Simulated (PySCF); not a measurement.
Predicted microwave data (PBE0-D3(BJ)/def2-SVP geometry optimisation, gas phase (PySCF)) for one isomer of C4H5BO:

```
Rotational constants : A = 9051, B = 3599, C = 2575 MHz
Dipole components    : |μa| = 1.30 D, |μb| = 0.14 D, |μc| = 0.00 D
Inertial defect      : 0.00 u·Å²
κ                    : -0.68
```

Task: Which structure is it? (One computed conformer of each.)
A. `c1oc(B)cc1`
B. `Bc1ccoc1`

Result: B. It is Bc1ccoc1, an asymmetric top, point group Cs. The candidates at the same level (rigid rotor, commonest isotopes):

| SMILES | A (MHz) | B (MHz) | C (MHz) | μa (D) | μb (D) | μc (D) | Δ (u·Å²) | point group | rotor |
| --- | --- | --- | --- | --- | --- | --- | --- | --- | --- |
| Bc1ccoc1 | 9051 | 3599 | 2575 | 1.30 | 0.14 | 0.00 | 0.00 | Cs | asymmetric top |
| Bc1ccco1 | 8944 | 3761 | 2648 | 2.31 | 0.62 | 0.00 | 0.00 | Cs | asymmetric top |

`Bc1ccco1` has B 5 % too high. In the right answer the mirror of this Cs structure is the ab plane, so μc vanishes by symmetry. No structure here is proved a minimum.
